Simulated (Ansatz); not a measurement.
Input for Ansatz (a program for electronic structure): R-B3LYP-D3(BJ)/def2-TZVP on CH3FOSi (SMILES CO[Si]F).

Ansatz 0.2 input:
```yaml
crystal:
  periodic: [false, false, false]
  atoms:
    - {symbol: C, position_ang: [-0.78877956, -0.04315620, 0.47484302]}
    - {symbol: O, position_ang: [0.08335905, 0.72987358, -0.30495638]}
    - {symbol: Si, position_ang: [1.63992904, 0.68889947, -0.69625992]}
    - {symbol: F, position_ang: [2.13478707, -0.65165600, 0.12257928]}
    - {symbol: H, position_ang: [-1.76008319, 0.45297768, 0.48663760]}
    - {symbol: H, position_ang: [-0.89590182, -1.04232924, 0.04772506]}
    - {symbol: H, position_ang: [-0.41331059, -0.13460929, 1.49608048]}
basis:
  gaussian:
    orbitals: def2-TZVP
hamiltonian:
  xc: b3lyp
  dispersion: d3bj
relax: {f_tol: 0.003, max_steps: 120}
scf: {lower_state_search: off}
```

The log:

```
WARN ansatz: RAYON_NUM_THREADS=1 ignored (pool sized by the plan → 1); use --threads N
Functional definition: B3LYP
these checks for a lower state are left out or cut short: stability, starts, cluster_reference, orbital_swaps, neighbouring_geometries, increment
integrals: 0.05 GiB planned
880 factors; their error is unknown
mean field: 0.54 GiB planned
mean field evaluation 1: about -13724.8697 eV, gradient 6.7e1 eV
mean field evaluation 2: about -13700.1985 eV, gradient 1.3e2 eV
mean field evaluation 4: about -13732.5233 eV, gradient 9.8e0 eV
mean field evaluation 8: about -13732.6588 eV, gradient 1.5e-1 eV
mean field evaluation 16: about -13732.6895 eV, gradient 2.0e-4 eV
mean field -13732.68947195 eV, -504.6670297430 hartree, gradient 7.0e-6 eV, S^2 0.000000; 0 other end points of the search recorded, 0 dependent functions left out
the calculation of the forces begins
reference -13732.68969766 eV, -504.6670380375 hartree; 20, 20 occupied and 128, 128 virtual orbitals, 880 factors
relax step   1: F+E_penalty+E_count = -13732.89341597 eV  Δ(F+E_penalty+E_count) = +0.000e0 eV  max|allowed force component| = 7.911e-1 eV/Å  Δτ_max = 0.0000 Å  (16 SCF iters, accepted)
these checks for a lower state are left out or cut short: stability, starts, cluster_reference, orbital_swaps, neighbouring_geometries, increment
integrals: 0.05 GiB planned
880 factors; their error is unknown
mean field: 0.54 GiB planned
mean field -13732.70659338 eV, -504.6676589439 hartree, gradient 1.1e-6 eV, S^2 0.000000; 0 other end points of the search recorded, 0 dependent functions left out
the calculation of the forces begins
reference -13732.70681925 eV, -504.6676672443 hartree; 20, 20 occupied and 128, 128 virtual orbitals, 880 factors
relax step   2: F+E_penalty+E_count = -13732.90949264 eV  Δ(F+E_penalty+E_count) = -1.608e-2 eV  max|allowed force component| = 4.946e-1 eV/Å  Δτ_max = 0.0185 Å  (22 SCF iters, accepted)
these checks for a lower state are left out or cut short: stability, starts, cluster_reference, orbital_swaps, neighbouring_geometries, increment
integrals: 0.05 GiB planned
880 factors; their error is unknown
mean field: 0.54 GiB planned
mean field evaluation 32: about -13732.7166 eV, gradient 1.0e-6 eV
mean field -13732.71659026 eV, -504.6680263226 hartree, gradient 1.1e-6 eV, S^2 0.000000; 0 other end points of the search recorded, 0 dependent functions left out
the calculation of the forces begins
reference -13732.71681613 eV, -504.6680346229 hartree; 20, 20 occupied and 128, 128 virtual orbitals, 880 factors
relax step   3: F+E_penalty+E_count = -13732.91883525 eV  Δ(F+E_penalty+E_count) = -9.343e-3 eV  max|allowed force component| = 7.804e-2 eV/Å  Δτ_max = 0.0148 Å  (22 SCF iters, accepted)
these checks for a lower state are left out or cut short: stability, starts, cluster_reference, orbital_swaps, neighbouring_geometries, increment
integrals: 0.05 GiB planned
880 factors; their error is unknown
mean field: 0.53 GiB planned
mean field -13732.71729299 eV, -504.6680521473 hartree, gradient 1.2e-6 eV, S^2 0.000000; 0 other end points of the search recorded, 0 dependent functions left out
the calculation of the forces begins
reference -13732.71751789 eV, -504.6680604122 hartree; 20, 20 occupied and 128, 128 virtual orbitals, 880 factors
relax step   4: F+E_penalty+E_count = -13732.92087432 eV  Δ(F+E_penalty+E_count) = -2.039e-3 eV  max|allowed force component| = 9.215e-2 eV/Å  Δτ_max = 0.0465 Å  (21 SCF iters, accepted)
these checks for a lower state are left out or cut short: stability, starts, cluster_reference, orbital_swaps, neighbouring_geometries, increment
integrals: 0.05 GiB planned
880 factors; their error is unknown
mean field: 0.53 GiB planned
mean field -13732.71739958 eV, -504.6680560644 hartree, gradient 1.1e-6 eV, S^2 0.000000; 0 other end points of the search recorded, 0 dependent functions left out
the calculation of the forces begins
reference -13732.71762428 eV, -504.6680643219 hartree; 20, 20 occupied and 128, 128 virtual orbitals, 880 factors
relax step   5: F+E_penalty+E_count = -13732.92165562 eV  Δ(F+E_penalty+E_count) = -7.813e-4 eV  max|allowed force component| = 2.930e-2 eV/Å  Δτ_max = 0.0240 Å  (21 SCF iters, accepted)
these checks for a lower state are left out or cut short: stability, starts, cluster_reference, orbital_swaps, neighbouring_geometries, increment
integrals: 0.05 GiB planned
880 factors; their error is unknown
mean field: 0.54 GiB planned
mean field -13732
[...]
nd 128, 128 virtual orbitals, 880 factors
relax step  13: F+E_penalty+E_count = -13732.93389178 eV  Δ(F+E_penalty+E_count) = -4.141e-3 eV  max|allowed force component| = 6.185e-2 eV/Å  Δτ_max = 0.1029 Å  (21 SCF iters, accepted)
these checks for a lower state are left out or cut short: stability, starts, cluster_reference, orbital_swaps, neighbouring_geometries, increment
integrals: 0.05 GiB planned
880 factors; their error is unknown
mean field: 0.53 GiB planned
mean field -13732.73422566 eV, -504.6686744113 hartree, gradient 2.0e-6 eV, S^2 0.000000; 0 other end points of the search recorded, 0 dependent functions left out
the calculation of the forces begins
reference -13732.73445094 eV, -504.6686826905 hartree; 20, 20 occupied and 128, 128 virtual orbitals, 880 factors
relax step  14: F+E_penalty+E_count = -13732.93705811 eV  Δ(F+E_penalty+E_count) = -3.166e-3 eV  max|allowed force component| = 2.855e-2 eV/Å  Δτ_max = 0.0802 Å  (20 SCF iters, accepted)
these checks for a lower state are left out or cut short: stability, starts, cluster_reference, orbital_swaps, neighbouring_geometries, increment
integrals: 0.05 GiB planned
880 factors; their error is unknown
mean field: 0.53 GiB planned
mean field -13732.72262544 eV, -504.6682481113 hartree, gradient 1.1e-6 eV, S^2 0.000000; 0 other end points of the search recorded, 0 dependent functions left out
the calculation of the forces begins
reference -13732.72285123 eV, -504.6682564088 hartree; 20, 20 occupied and 128, 128 virtual orbitals, 880 factors
relax step  15: F+E_penalty+E_count = -13732.92476015 eV  Δ(F+E_penalty+E_count) = +1.230e-2 eV  max|allowed force component| = 4.165e-1 eV/Å  Δτ_max = 0.1977 Å  (26 SCF iters, rejected (line search))
these checks for a lower state are left out or cut short: stability, starts, cluster_reference, orbital_swaps, neighbouring_geometries, increment
integrals: 0.05 GiB planned
880 factors; their error is unknown
mean field: 0.53 GiB planned
mean field -13732.73436522 eV, -504.6686795403 hartree, gradient 1.1e-6 eV, S^2 0.000000; 0 other end points of the search recorded, 0 dependent functions left out
the calculation of the forces begins
reference -13732.73459046 eV, -504.6686878175 hartree; 20, 20 occupied and 128, 128 virtual orbitals, 880 factors
relax step  16: F+E_penalty+E_count = -13732.93755247 eV  Δ(F+E_penalty+E_count) = -4.944e-4 eV  max|allowed force component| = 3.570e-2 eV/Å  Δτ_max = 0.0200 Å  (21 SCF iters, accepted)
these checks for a lower state are left out or cut short: stability, starts, cluster_reference, orbital_swaps, neighbouring_geometries, increment
integrals: 0.05 GiB planned
880 factors; their error is unknown
mean field: 0.53 GiB planned
mean field evaluation 128: about -13732.7354 eV, gradient 3.1e-1 eV
mean field -13732.73549630 eV, -504.6687211065 hartree, gradient 2.1e-6 eV, S^2 0.000000; 0 other end points of the search recorded, 0 dependent functions left out
the calculation of the forces begins
reference -13732.73572151 eV, -504.6687293827 hartree; 20, 20 occupied and 128, 128 virtual orbitals, 880 factors
relax step  17: F+E_penalty+E_count = -13732.93880624 eV  Δ(F+E_penalty+E_count) = -1.254e-3 eV  max|allowed force component| = 7.821e-2 eV/Å  Δτ_max = 0.0839 Å  (20 SCF iters, accepted)
these checks for a lower state are left out or cut short: stability, starts, cluster_reference, orbital_swaps, neighbouring_geometries, increment
integrals: 0.05 GiB planned
880 factors; their error is unknown
mean field: 0.53 GiB planned
mean field -13732.73617057 eV, -504.6687458857 hartree, gradient 1.1e-6 eV, S^2 0.000000; 0 other end points of the search recorded, 0 dependent functions left out
the calculation of the forces begins
reference -13732.73639579 eV, -504.6687541623 hartree; 20, 20 occupied and 128, 128 virtual orbitals, 880 factors
relax step  18: F+E_penalty+E_count = -13732.93928117 eV  Δ(F+E_penalty+E_count) = -4.749e-4 eV  max|allowed force component| = 4.569e-2 eV/Å  Δτ_max = 0.0309 Å  (21 SCF iters, accepted)
these checks for a lower state are left out or cut short: stability, starts, cluster_reference, orbital_swaps, neighbouring_geometries, increment
integrals: 0.05 GiB planned
880 factors; their error is unknown
mean field: 0.54 GiB planned
mean field -13732.73647807 eV, -504.6687571858 hartree, gradient 1.1e-6 eV, S^2 0.000000; 0 other end points of the search recorded, 0 dependent functions left out
the calculation of the forces begins
reference -13732.73670315 eV, -504.6687654575 hartree; 20, 20 occupied and 128, 128 virtual orbitals, 880 factors
relax step  19: F+E_penalty+E_count = -13732.93954405 eV  Δ(F+E_penalty+E_count) = -2.629e-4 eV  max|allowed force component| = 2.299e-2 eV/Å  Δτ_max = 0.0223 Å  (21 SCF iters, accepted)
these checks for a lower state are left out or cut short: stability, starts, cluster_reference, orbital_swaps, neighbouring_geometries, increment
integrals: 0.05 GiB planned
880 factors; their error is unknown
mean field: 0.54 GiB planned
mean field -13732.73663869 eV, -504.6687630885 hartree, gradient 1.0e-6 eV, S^2 0.000000; 0 other end points of the search recorded, 0 dependent functions left out
the calculation of the forces begins
reference -13732.73686368 eV, -504.6687713570 hartree; 20, 20 occupied and 128, 128 virtual orbitals, 880 factors
relax step  20: F+E_penalty+E_count = -13732.93964664 eV  Δ(F+E_penalty+E_count) = -1.026e-4 eV  max|allowed force component| = 2.250e-2 eV/Å  Δτ_max = 0.0145 Å  (21 SCF iters, accepted)
these checks for a lower state are left out or cut short: stability, starts, cluster_reference, orbital_swaps, neighbouring_geometries, increment
integrals: 0.05 GiB planned
880 factors; their error is unknown
mean field: 0.53 GiB planned
mean field evaluation 160: about -13732.7366 eV, gradient 1.0e-6 eV
mean field -13732.73662268 eV, -504.6687625004 hartree, gradient 1.0e-6 eV, S^2 0.000000; 0 other end points of the search recorded, 0 dependent functions left out
the calculation of the forces begins
reference -13732.73684762 eV, -504.6687707667 hartree; 20, 20 occupied and 128, 128 virtual orbitals, 880 factors
relax step  21: F+E_penalty+E_count = -13732.93967865 eV  Δ(F+E_penalty+E_count) = -3.201e-5 eV  max|allowed force component| = 5.630e-3 eV/Å  Δτ_max = 0.0097 Å  (22 SCF iters, accepted)
these checks for a lower state are left out or cut short: stability, starts, cluster_reference, orbital_swaps, neighbouring_geometries, increment
integrals: 0.05 GiB planned
880 factors; their error is unknown
mean field: 0.54 GiB planned
mean field -13732.73663221 eV, -504.6687628506 hartree, gradient 1.0e-6 eV, S^2 0.000000; 0 other end points of the search recorded, 0 dependent functions left out
the calculation of the forces begins
reference -13732.73685715 eV, -504.6687711169 hartree; 20, 20 occupied and 128, 128 virtual orbitals, 880 factors
relax step  22: F+E_penalty+E_count = -13732.93968019 eV  Δ(F+E_penalty+E_count) = -1.539e-6 eV  max|allowed force component| = 1.383e-3 eV/Å  Δτ_max = 0.0022 Å  (23 SCF iters, accepted)
Total energy: -13732.93990513 eV, -504.6762329924 hartree
Atom 0 at    -0.802646    -0.119171     0.411127 Å, force     0.000687     0.000548    -0.001237 eV/Å
Atom 1 at     0.029255     0.465297    -0.590406 Å, force     0.001383    -0.000600     0.000988 eV/Å
Atom 2 at     1.648105     0.596311    -0.757410 Å, force    -0.001356     0.000494    -0.000838 eV/Å
Atom 3 at     2.203434    -0.147818     0.582912 Å, force     0.000143    -0.000285     0.000467 eV/Å
Atom 4 at    -1.452873     0.654174     0.820212 Å, force    -0.000555     0.000502     0.000385 eV/Å
Atom 5 at    -1.417692    -0.890744    -0.052138 Å, force    -0.000429    -0.000451    -0.000193 eV/Å
Atom 6 at    -0.207583    -0.558049     1.212353 Å, force     0.000126    -0.000208     0.000428 eV/Å
Dipole moment:    -0.292691    -0.055959     0.087286 e Å
Checks for a lower state left out: stability, starts, cluster_reference, orbital_swaps, neighbouring_geometries, increment
```

The run converged.

Cost: roughly 120 core-seconds.
